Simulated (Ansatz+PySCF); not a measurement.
The numbers below are computed, except where a source is named.
This Ansatz input gave a total energy of -1098.57250 hartree.

```yaml
crystal:
  periodic: [false, false, false]
  atoms:
    - { symbol: Mg, position_ang: [-0.98068, -0.95275, -0.91866] }
    - { symbol: O, position_ang: [-1.05182, -1.00104, 0.98581] }
    - { symbol: O, position_ang: [-1.05717, 0.99341, -1.03866] }
    - { symbol: Mg, position_ang: [-0.91807, 0.98287, 0.93118] }
    - { symbol: O, position_ang: [1.00066, -1.06369, -1.00613] }
    - { symbol: Mg, position_ang: [0.91221, -0.94117, 0.98018] }
    - { symbol: Mg, position_ang: [0.92631, 0.95689, -0.89232] }
    - { symbol: O, position_ang: [1.03656, 1.04515, 0.98018] }
basis:
  gaussian: { orbitals: def2-SVP }
hamiltonian:
  xc: hf
correlation:
  method: mp2
  frozen_orbitals: { Mg: 1, O: 1 }
scf:
  omitted_lower_state_checks: [stability, starts, atomic_configurations, cluster_reference, orbital_swaps, given_window_search, neighbouring_geometries, increment]
```

(1) Write an input for PySCF with the same method and basis set.

## Answers

(1)

```python
from pyscf import gto, scf, mp

mol = gto.M(atom="""
Mg -0.980680 -0.952750 -0.918660
O -1.051820 -1.001040 0.985810
O -1.057170 0.993410 -1.038660
Mg -0.918070 0.982870 0.931180
O 1.000660 -1.063690 -1.006130
Mg 0.912210 -0.941170 0.980180
Mg 0.926310 0.956890 -0.892320
O 1.036560 1.045150 0.980180
""", basis='def2-svp', charge=0, spin=0)
mf = scf.RHF(mol)
mf.kernel()
pt = mp.MP2(mf, frozen=8).run()
print(mf.e_tot, pt.e_corr, pt.e_tot)
```

PySCF 2.14.0 gave -1098.57251 hartree, 0.35 meV from the first.
